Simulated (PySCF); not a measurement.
C₃H₁₂OSi₂, SMILES [SiH2](O)C[SiH](C)C.

Geometry optimised at B3LYP-D3(BJ)/def2-SVP. The structure was generated by enumeration, and PubChem lists no compound with its InChIKey, so it may never have been made. Other conformers were not sampled.

Method: TDA-LC-ωPBE/def2-SVPD run with PySCF 2.14.0.

Vertical excitations. The molecule is in vacuum.

Question: Estimate the UV-visible absorptions. (The exact figures need the calculation; the answer reports its results.)

Answer: 
```csv
state,energy (eV),λ (nm),f,main pairs
S1,7.58,164,0.028,HOMO→LUMO 63 %
S2,8.34,149,0.041,HOMO−3→LUMO 63 %
S3,8.67,143,0.054,"HOMO→LUMO+1 55 %, HOMO→LUMO+3 25 %"
S4,8.88,140,0.031,"HOMO→LUMO+2 30 %, HOMO−5→LUMO 15 %, HOMO→LUMO+6 15 %"
S5,8.99,138,0.076,"HOMO−1→LUMO+1 48 %, HOMO→LUMO+3 20 %"
S6,9.06,137,0.083,"HOMO−1→LUMO 21 %, HOMO−4→LUMO 14 %, HOMO−2→LUMO+2 8 %, HOMO−1→LUMO+2 7 %"
T1,7.15,173,0,"HOMO→LUMO 53 %, HOMO−3→LUMO 9 %"
T2,7.80,159,0,HOMO−3→LUMO 47 %
```
Triplets are in the Tamm–Dancoff approximation.
